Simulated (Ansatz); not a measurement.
```xyz
12

O    -2.668   -0.755   -0.887
Si   -1.867   -0.620    0.532
O    -1.640   -2.035    1.318
C    -0.228    0.128    0.189
C     0.862    0.607   -0.053
Si    2.498    1.342   -0.402
H    -2.157   -0.892   -1.685
H    -2.698    0.209    1.416
H    -0.903   -2.590    1.059
H     3.512    0.261   -0.455
H     2.840    2.301    0.675
H     2.449    2.045   -1.707
```

The species carries charge 0 and has multiplicity 1.

(1) List the PBE0/def2-TZVPP orbital energies in eV (Ansatz 0.2.0). (Estimate.)

Answers

(1) The calculation gave: Occupied: -1803.67, -1803.06, -522.86, -522.86, -278.44, -278.29, -145.82, -145.40, -100.51, -100.50, -100.46, -100.07, -100.04, -100.04, -28.61, -28.11, -21.22, -16.82, -16.14, -14.73, -14.03, -11.65, -11.49, -10.80, -10.41, -10.37, -10.00, -9.83, -9.46, -8.44, -8.35. Lowest empty: -0.94, -0.73, 0.59, 0.88, 1.37, 1.62, 1.84, 2.07.
